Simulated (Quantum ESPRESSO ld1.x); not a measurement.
Pb75+, configuration [He] 2s2 2p3 (the NIST ground configuration).

Method: Dirac Kohn-Sham, OLYP, spin-unpolarised, spherical densities, point nucleus; open shells are shared between the two j in proportion to 2j + 1; computed with ld1.x of Quantum ESPRESSO 7.5.

Energy parts (eV):
part                   energy
total                 -317156
kinetic                390569
electron-nucleus      -718541
Hartree                 13987
exchange-correlation    -3171

Orbitals (lengths in bohr, moments of r in powers of bohr):
1s1/2: occ. 2; eigenvalue (eV) -96576.2; <1/r> 101.6; small-component weight 9.82e-02
2s1/2: occ. 2; eigenvalue (eV) -23364.5; <1/r> 25.90; small-component weight 2.39e-02
2p1/2: occ. 1; eigenvalue (eV) -22969.4; <1/r> 25.74; small-component weight 2.38e-02
2p3/2: occ. 2; eigenvalue (eV) -20615.1; <1/r> 20.61; small-component weight 2.12e-02

The highest occupied level is 2p3/2 at -20615 eV. The density falls to 0.001 e/bohr^3 at r = 0.27 bohr. For comparison, the ionisation energy in NIST's Atomic Spectra Database is 20750 eV (theoretical). In exact Kohn-Sham theory the highest level is minus the ionisation energy, but local and semilocal functionals leave it too shallow, through self-interaction and a potential that decays too fast; potentials with the right tail come closer. Summed over all electrons, <r^2> = 0.02346 bohr^2, which gives a Langevin (diamagnetic) susceptibility term of -0.0186 x 10^-6 cm^3/mol.

Beside tabulated values, note that spin-unpolarised runs miss the spin-polarisation part of the exchange energy of open shells.
